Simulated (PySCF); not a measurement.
CH₇ClOSi₃. Atoms are numbered in the order given.

```xyz
13

Cl     2.2823    -0.8081    -0.4547
Si     0.7808    -0.2714     0.8810
O     -0.5112    -1.3126     0.7031
C     -1.3384    -1.2234    -0.4464
Si    -2.0235     0.5682    -0.6358
Si    -0.1550     1.7564     0.1543
H      1.2890    -0.4562     2.2619
H     -0.7787    -1.5113    -1.3560
H     -2.1593    -1.9484    -0.3319
H     -3.1855     0.7635     0.2842
H     -2.4441     0.8508    -2.0417
H      0.6547     2.4414    -0.8947
H     -0.4855     2.6941     1.2691
```
Charge 0, spin multiplicity 1.

Coordinates come from a PBE0-D3(BJ)/def2-SVP optimisation. The structure was generated by enumeration; whether it is a known compound was not checked. The values are those of a single conformer.

These are PySCF with PBE0-D3(BJ)/def2-SVP values and carry that method's errors.

Frequencies are harmonic and unscaled.

### Question
Estimate the vibrational spectrum. (Estimate from the structure and the level; the computed values follow.)

### Answer

| mode | ν (cm⁻¹) | IR (km/mol) | moving atoms (share of kinetic energy) |
|---|---|---|---|
| 1 | 48 | 0.9 | Si 40 %, Cl 29 %, H 17 %, O 9 % |
| 2 | 122 | 2.2 | C 35 %, H 30 %, Cl 21 %, Si 13 % |
| 3 | 128 | 0.8 | Si 43 %, Cl 33 %, H 18 % |
| 4 | 257 | 5.4 | Si 48 %, O 20 %, H 19 %, C 8 % |
| 5 | 297 | 17.7 | O 45 %, H 25 %, Si 20 % |
| 6 | 351 | 7.9 | Si 36 %, H 34 %, O 25 % |
| 7 | 388 | 9.0 | H 50 %, Si 26 %, O 17 % |
| 8 | 414 | 5.0 | Si 54 %, H 34 %, Cl 10 % |
| 9 | 435 | 1.9 | Si 81 %, H 17 % |
| 10 | 484 | 28.6 | H 54 %, Si 36 % |
| 11 | 537 | 72.6 | Si 39 %, H 36 %, Cl 22 % |
| 12 | 560 | 26.7 | H 51 %, Si 29 %, Cl 12 % |
| 13 | 625 | 50.3 | H 82 %, Si 15 % |
| 14 | 628 | 9.2 | H 64 %, C 24 %, Si 10 % |
| 15 | 672 | 4.7 | H 88 % |
| 16 | 739 | 43.6 | H 60 %, Si 17 %, C 17 % |
| 17 | 748 | 43.2 | H 55 %, Si 17 %, O 14 %, C 14 % |
| 18 | 784 | 109.4 | H 75 %, Si 12 % |
| 19 | 831 | 141.6 | H 51 %, Si 28 %, O 19 % |
| 20 | 855 | 85.5 | H 72 %, C 21 % |
| 21 | 898 | 53.1 | H 95 % |
| 22 | 922 | 74.8 | H 95 % |
| 23 | 1116 | 139.7 | O 50 %, C 43 % |
| 24 | 1250 | 17.1 | H 88 % |
| 25 | 1276 | 5.8 | H 77 %, C 17 % |
| 26 | 1456 | 5.3 | H 94 % |
| 27 | 2222 | 83.1 | H 98 % |
| 28 | 2230 | 67.7 | H 98 % |
| 29 | 2233 | 56.0 | H 96 % |
| 30 | 2248 | 76.7 | H 96 % |
| 31 | 2285 | 107.1 | H 97 % |
| 32 | 3040 | 20.7 | H 94 % |
| 33 | 3126 | 4.9 | H 91 %, C 9 % |
